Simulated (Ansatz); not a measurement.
Species: SeBr$_{2}$ (charge -1, doublet). SMILES of the parent species: Br[Se]Br
Coordinates optimised at B3LYP-D3(BJ)/def2-TZVP (Ansatz, an electronic-structure program):
```xyz
3

Se     0.0325    -0.0163     0.3407
Br     1.1240    -2.2600    -0.3826
Br    -1.1556     2.2758     0.0516
```
Charge -1, spin multiplicity 2.

### Question
Give the harmonic wavenumbers at B3LYP-D3(BJ)/def2-TZVP (Ansatz, finite differences of forces, unscaled).

### Answer
44, 161, 161 cm⁻¹. Zero-point energy 0.5 kcal/mol.

### Question
From these and the geometry, give the ideal-gas thermochemistry at 298.15 K and 1 atm (rigid rotor, harmonic oscillator).

### Answer
Point group C2v, rotational symmetry number 2. Rotational constants 36.9, 0.4873, 0.4809 GHz. S(trans) 42.31, S(rot) 26.63, S(vib) 10.14, S(elec, spin only) 1.38, S 80.5 cal/(mol K). H(298) - H(0) 3.69 kcal/mol; G - E(el) -19.8 kcal/mol.
